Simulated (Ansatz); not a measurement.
Start from `[NH2][GeH2][F]` and change one atom or group to get `[OH][GeH2][F]`.

Ansatz, PBE0-D4/def2-TZVP geometries, multiplicity 1. Each molecule was computed in one conformer, which needn't be the lowest.

Outer-core shells of Ge are correlated without core-valence functions. Scalar relativity is left out up to krypton. Spin–orbit coupling is left out.

```csv
property,`[NH2][GeH2][F]`
LUMO energy (PBE0/def2-TZVPP) / eV,0.52
HOMO energy (B3LYP/def2-TZVPP) / eV,-7.79
vertical ionisation energy (CCSD(T)/def2-TZVPP) / eV,10.57
size of the dipole moment (PBE/def2-TZVPP) / D,1.68
size of the dipole moment (ωB97M-V/def2-TZVPP) / D,1.69
zero-point energy (PBE0-D4/def2-TZVP) / kJ/mol,116.1
```

(1) What does the change do to each property? (An estimate is asked.)

Results:

(1) The calculation gave: 
```
                                            property  `[OH][GeH2][F]`  shift
                  LUMO energy (PBE0/def2-TZVPP) / eV             0.27  -0.25
                 HOMO energy (B3LYP/def2-TZVPP) / eV            -9.04  -1.25
vertical ionisation energy (CCSD(T)/def2-TZVPP) / eV            12.13   1.56
      size of the dipole moment (PBE/def2-TZVPP) / D             1.82   0.14
  size of the dipole moment (ωB97M-V/def2-TZVPP) / D             1.96   0.27
      zero-point energy (PBE0-D4/def2-TZVP) / kJ/mol             84.0  -32.1
```

With PBE0 the HOMO falls by 1.24 eV and the LUMO falls by 0.25 eV, so the gap widens by about 0.99 eV. PBE moves the HOMO by -1.08 eV and ωB97M-V by -1.18 eV. The zero-point energy changes by -32.1 kJ/mol with -3 modes. Dipoles are sizes alone; their direction can turn.

B3LYP here is the variant with VWN-RPA as its local correlation; programs differ in this.
